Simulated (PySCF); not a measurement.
# Te+ (tellurium, charge +1): UHF calculation

Configuration: [Kr] 4d10 5s1 5p4, high-spin 4P determinant (an excited configuration). Calculation: PySCF 2.14, in x2c-QZVPPall (13s9p7d4f1g, 112 functions); the spin-free X2C one-electron Hamiltonian (Gaussian nucleus).

```json
{"Total energy": "-6790.319475 hartree", "One-electron energy": "-9300.0190 hartree", "Hartree (Coulomb) energy": "2684.3324 hartree", "Exchange energy": "-174.6328 hartree", "⟨S²⟩": "3.7656", "⟨L²⟩": "2.024", "Sum of ⟨r⟩": "34.49 bohr", "Sum of ⟨r²⟩": "51.50 bohr²", "Traceless quadrupole moment −½Σ⟨3z² − r²⟩ along its main axis": "-2.73 e·bohr²", "Langevin diamagnetic susceptibility": "-40.8 ×10⁻⁶ cm³/mol"}
```

```csv
shell,electrons,mean orbital energy (eV),spread (eV),"rms radius, mean of both spins (bohr)"
1s α,1,-31982.5,0,0.0318
1s β,1,-31982.2,0,0.0318
2s α,1,-5010.7,0,0.130
2s β,1,-5010.5,0,0.130
2p α,3,-4495.2,0.076,0.116
2p β,3,-4495.0,0.040,0.116
3s α,1,-1047.5,0,0.343
3s β,1,-1047.1,0,0.343
3p α,3,-875.41,0.187,0.343
3p β,3,-875.08,0.009,0.343
3d α,5,-614.22,0.154,0.322
3d β,5,-614.10,0.102,0.322
4s α,1,-204.21,0,0.815
4s β,1,-203.22,0,0.815
4p α,3,-148.28,0.454,0.876
4p β,3,-147.59,0.005,0.876
4d α,5,-63.837,0.515,1.04
4d β,5,-63.234,0.270,1.04
5s α,1,-32.941,0,2.18
5p α,3,-19.680,1.403,2.64
5p β,1,-14.918,0,2.64
```

Densities and radii are taken from the X2C orbitals without a picture-change correction, which distorts them close to the nucleus.

Spin-orbit constants ζ (cm⁻¹) from the X2C one-electron operator on these orbitals: bare nucleus, nucleus screened by l(l+1)(2l+1)/3 electrons, and screened by the Breit-Pauli mean field of the electrons.

```json
{"shell": "2p", "bare": "1462000", "screened nucleus": "1406000", "mean field": "n/a"}
{"shell": "3p", "bare": "276300", "screened nucleus": "265700", "mean field": "n/a"}
{"shell": "3d", "bare": "41920", "screened nucleus": "33860", "mean field": "n/a"}
{"shell": "4p", "bare": "49960", "screened nucleus": "48030", "mean field": "n/a"}
{"shell": "4d", "bare": "5555", "screened nucleus": "4486", "mean field": "n/a"}
{"shell": "5p", "bare": "4825", "screened nucleus": "4640", "mean field": "n/a"}
```

To first order the Landé constant is A = -1547 cm⁻¹, so the lowest level has J = 5/2 and lies 0.288 eV below the centre of the term. This holds in LS coupling only.
